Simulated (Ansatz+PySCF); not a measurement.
singlet CH₃Br: levels of theory in one basis

```yaml
atoms:
  - { symbol: C, position_ang: [0.0000, 0.0000, -1.3903] }
  - { symbol: Br, position_ang: [0.0000, 0.0000, 0.3849] }
  - { symbol: H, position_ang: [0.0000, -0.9563, -1.7093] }
  - { symbol: H, position_ang: [-0.8282, 0.4782, -1.7093] }
  - { symbol: H, position_ang: [0.8282, 0.4782, -1.7093] }
```

Basis set: def2-SVP (spherical functions). Correlated methods keep 10 orbitals frozen. Charge 0, multiplicity 1.

Computed with Ansatz (development build ahead of 0.2.0); each method stands on the lowest determinant of its kind that the runs found. NEVPT2 correlates all electrons. Active spaces start from the frontier orbitals, and the lowest solution found is given.

```
        method  E − E(RHF) (eV)  <S²> of the determinant
           RHF             0.00                     0.00
       RHF-MP2           -10.29                        –
   RHF-CCSD(T)           -11.01                        –
   CASSCF(2,2)            -0.38                        –
SC-NEVPT2(2,2)           -11.28                        –
```

Task: What does RHF-CCSD give on the same scale?

Result: -10.78 eV.

Task: Is a single determinant a sound starting point here?

Result: By this sign, yes. Unrestricted orbitals gain 0.00 eV and <S²> is 0.00 against 0.00 for a pure state. The CASSCF(2,2) natural occupations are 1.98, 0.02.

Caution for CASSCF(2,2): other starts end on other solutions of this active space.
